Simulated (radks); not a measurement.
Question: The table gives one normalised radial function P(r) = r R(r) of Te33+ in [Ar] 3d1 (r in bohr). Calculated with a radial shooting solver on a logarithmic mesh with Libxc functionals: scalar-relativistic Kohn-Sham, PBE, spin-polarised, spherical densities, finite nucleus; open shells are filled with parallel spins first (spin-orbit coupling, left out, can overturn this in heavy ions); Fermi nuclear charge, rms radius 4.7423 fm.

r	P
0.00108	0.1583
0.00134	0.1905
0.001663	0.2285
0.002081	0.2746
0.002582	0.3259
0.00323	0.3863
0.004009	0.4509
0.004976	0.5200
0.006225	0.5933
0.007726	0.6601
0.009589	0.7150
0.012	0.7472
0.01489	0.7386
0.01848	0.6730
0.02312	0.5248
0.02869	0.2899
0.0359	-0.0501
0.04455	-0.4460
0.05529	-0.8475
0.06917	-1.1607
0.08585	-1.2287
0.1066	-0.9498
0.1333	-0.2613
0.1654	0.6609
0.2053	1.5499
0.2569	2.0753
0.3188	2.0001
0.3989	1.4375
0.495	0.7768
0.6144	0.3006
0.7686	0.0735
0.954	0.0115

Which n and l does it have? It may be an empty orbital.

Answer: n = 3, l = 0: the number of nodes gives n - l - 1 = 2, the rise at small r (about r^(l+1), flatter next to the nucleus through relativity) gives l, and the extent must fit the shell. The curve is that of 3s down; the table hardly tells the two spins apart. 3s down: eigenvalue -2363.5 eV, 2 radial nodes at r = 0.0348, 0.142 bohr, <r> = 0.297 bohr, 90 % of the charge inside 0.431 bohr.
